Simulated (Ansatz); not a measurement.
(SnTe)n off: PBE0-D4/def2-TZVP single points in Ansatz on relaxed structures, gas phase. Each cluster is the lowest isomer that a short search found in that spin, judged at the geometry's level, and lower ones may exist. Core potentials for Sn, Te, no spin–orbit coupling. Binding counts from free atoms in the multiplicity of their measured ground term, without zero-point energy. Singlets are spin-restricted. The structures are stationary points that may keep the symmetry of their start.

| species | atoms | state | geometry | HOMO (eV) | LUMO (eV) | gap (eV) | binding per atom (eV) | lowest of the spins relaxed | point group (within 0.1 Å) |
| --- | --- | --- | --- | --- | --- | --- | --- | --- | --- |
| Sn2Te | 3 | singlet | r2SCAN-D4/def2-SVP | -5.29 | -3.05 | 2.24 | 2.20 | singlet, of singlet/triplet/quintet | C2v |
| Sn2Te3 | 5 | singlet | PBE0-D4/def2-SVP | -5.81 | -2.58 | 3.23 | 2.57 | – | C2v |
| Sn4Te3 | 7 | singlet | r2SCAN-D4/def2-SVP | -5.67 | -2.37 | 3.30 | 2.82 | – | C3v |

The gap (eV) runs from 2.24 (Sn2Te) to 3.30 (Sn4Te3). The binding per atom (eV) runs from 2.20 (Sn2Te) to 2.82 (Sn4Te3).
